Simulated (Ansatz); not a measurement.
Born–Oppenheimer molecular dynamics of Cl2GeH2 (5 atoms, charge 0, multiplicity 1). It starts at the highest image of a converged band. Of that band: A structure lower than the last end lies on the path between it and the top, so the climb from that side starts below the end, which may itself be a saddle point or a shallow side well. Neighbouring images differ by up to 2.4 eV, so the band resolves the path poorly. A vibrational analysis at the climbing image gives one clearly imaginary mode, 1447i cm⁻¹: a first-order saddle point.

Theory: RKS B3LYP/def2-SVP in Ansatz.

```
ensemble                      : NVE (velocity Verlet)
time step                     : 0.5 fs
steps asked                   : 200
starting velocities drawn for : 100 K
seed                          : 2635
```

First frame:

```xyz
5
Properties=species:S:1:pos:R:3
Ge 0.308 0.003 -0.447
H 0.592 -0.002 1.310
H 1.602 0.008 0.397
Cl -0.940 1.785 -0.396
Cl -0.918 -1.794 -0.408
```

(1) How far do the bonds stretch over the last three quarters of this one trajectory? (Pairs bonded in most of those frames.)

## Answers

(1) 
```
   bond  mean (Å)  spread (Å)  shortest  longest
Ge1–Cl4     2.219       0.040      2.16     2.27
Ge1–Cl5     2.231       0.055      2.14     2.30
  H2–H3     0.796       0.109      0.63     0.94
```

Mean temperature of the second half: 5578 K. The conserved energy stayed within 2.6 meV per atom of its start (net change 1.4 meV per atom), so the integration is sound. The kinetic energy rose, since the run started high on the potential surface and went downhill. It ends in pieces (Cl2Ge + H2), so much of that is their flight and rotation, not heat. A run of 0.1 ps of so small a system gives no equilibrium averages. The orbitals stay closed-shell, which can raise the energy where a bond breaks towards radicals; this wasn't checked here.

Run time: 3.2 min on 2 threads of Intel(R) Xeon(R) Platinum 8488C (Sapphire Rapids), on a shared host, peak memory 0.19 GiB.
